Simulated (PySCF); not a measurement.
SCF from a fresh guess for singlet Os3, at the PBE0 minimum. PySCF input:

```python
from pyscf import gto, scf, dft
mol = gto.M(atom='''
Os     0.657400    -1.138660     0.000000
Os    -1.314810     0.000000     0.000000
Os     0.657400     1.138660     0.000000''',
    basis={'Os': 'def2-TZVP'},
    ecp={'Os': 'def2-TZVP'},
    charge=0, spin=0)
mf = dft.RKS(mol, xc='PBE0')
mf.grids.atom_grid = (50, 194)
aux = {'Os': 'def2-universal-JKFIT'}
mf = mf.density_fit(auxbasis=aux)
mf.conv_tol = 1e-08
mf.diis_space = 10
mf.max_cycle = 60
mf.init_guess = 'minao'
mf.verbose = 4
mf.kernel()
```

Excerpt of the output (cycles and frontier levels):

```
init E= -220.378455853166
  HOMO = -0.848433819921984  LUMO = -0.838029757971507  gap/eV = 0.28311
cycle= 1 E= -271.015252404698  delta_E= -50.6  |g|= 1.99  |ddm|= 14.1
  HOMO = 0.0558818095839758  LUMO = 0.0651024817971404  gap/eV = 0.25091
cycle= 2 E= -265.634010966032  delta_E= 5.38  |g|= 5.14  |ddm|= 17.7
  HOMO = -0.222060202574352  LUMO = -0.151457406771284  gap/eV = 1.92120
cycle= 3 E= -271.787054676965  delta_E= -6.15  |g|= 0.364  |ddm|= 17.3
  HOMO = -0.141234974258923  LUMO = -0.0718772811776188  gap/eV = 1.88732
cycle= 4 E= -271.801405626453  delta_E= -0.0144  |g|= 0.319  |ddm|= 1.88
  HOMO = -0.168555494089906  LUMO = -0.0875688274507629  gap/eV = 2.20376
cycle= 5 E= -271.821141177482  delta_E= -0.0197  |g|= 0.114  |ddm|= 0.503
  HOMO = -0.171271754261159  LUMO = -0.0902630480398933  gap/eV = 2.20436
cycle= 6 E= -271.819955835081  delta_E= 0.00119  |g|= 0.139  |ddm|= 0.144
  HOMO = -0.180158751927837  LUMO = -0.0948062108215067  gap/eV = 2.32256
cycle= 7 E= -271.82394020128  delta_E= -0.00398  |g|= 0.0232  |ddm|= 0.119
  HOMO = -0.184063704226367  LUMO = -0.0985529196308432  gap/eV = 2.32687
cycle= 8 E= -271.824127719345  delta_E= -0.000188  |g|= 0.0041  |ddm|= 0.072
  HOMO = -0.184805757660216  LUMO = -0.0991982193872472  gap/eV = 2.32950
cycle= 9 E= -271.824138345561  delta_E= -1.06e-05  |g|= 0.00133  |ddm|= 0.0207
  HOMO = -0.185043058657603  LUMO = -0.0994166101171535  gap/eV = 2.33001
cycle= 10 E= -271.824139272542  delta_E= -9.27e-07  |g|= 0.000342  |ddm|= 0.00613
  HOMO = -0.185091713722875  LUMO = -0.0994596045348413  gap/eV = 2.33017
cycle= 11 E= -271.824139323277  delta_E= -5.07e-08  |g|= 7.64e-05  |ddm|= 0.00113
  HOMO = -0.185103765517917  LUMO = -0.0994697060741495  gap/eV = 2.33022
cycle= 12 E= -271.824139329356  delta_E= -6.08e-09  |g|= 3.67e-05  |ddm|= 0.000332
  HOMO = -0.185103331792304  LUMO = -0.0994623926658045  gap/eV = 2.33041
Extra cycle  E= -271.824139328548  delta_E= 8.09e-10  |g|= 0.000108  |ddm|= 0.00016
converged SCF energy = -271.824139328548
```

No lower solution of this spin was found by a stability analysis within the restricted form, which does not test spin polarisation.

At the minimum of this search the closed-shell solution is unstable towards spin polarisation, so a lower open-shell solution exists. Spin–orbit coupling, left out here, can matter for elements this heavy.

The search for the lowest solution, with the stability check, took 1.9 s on 4 threads of a shared AMD EPYC 9B45 (Zen 5) host, with 120 basis functions; the process peaked at 0.39 GiB. Launch command: `OMP_NUM_THREADS=4 python axn.py task.json out`.
